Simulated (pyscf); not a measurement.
Single points on ωB97X-D3(BJ)/def2-SVP structures (PySCF, gas phase). Correlated levels are frozen-core, on RHF or UHF. ΔMP2 is the change of the MP2 total energy from the triple- to the quadruple-zeta basis.

Problem. Estimate by transition-state theory (the high-pressure limit) the rate constant of `[CH3][Ga][Cl]` [doublet] → `[CH2][GaH][Cl]` [doublet] (doublet surface; C–H broken, Ga–H formed) at 600 K, with CCSD(T)/def2-TZVPP + ΔMP2(QZVPP) energies (ideal gas, 1 atm, RRHO with modes under 100 cm⁻¹ raised to 100, one conformer, R ln 2 for chiral ones without a mode under 150 cm⁻¹; no tunnelling).

Solution. The electronic barrier is 63.1 kcal/mol and the thermal terms add -3.0, so ΔG‡ = 60.1 kcal/mol. With k_BT/h = 1.25e+13 s⁻¹ and RT = 1.192 kcal/mol, k = 1.6e-09 s⁻¹; so small a molecule is far into fall-off at 1 atm, where the true rate is lower. Wigner's tunnelling factor for 1534i cm⁻¹ would be 1.56, likely too low at so high a frequency. A shift of 1 kcal/mol in the barrier changes k by a factor 2.3. This is the saddle that the search found; another between the same sides may lie lower. The CCSD(T) − MP2 part came from Ansatz, without density fitting, on the same reference. A UHF reference is spin-contaminated (<S²> up to 0.91), which harms MP2 most. The frozen core leaves the outer d or s,p core shells of the metals and heavy elements correlated in the MP2 and CC values, and def2-TZVPP describes them poorly, which can shift differences by a few kcal/mol. Elements up to Kr have no core potential and no relativistic terms here.
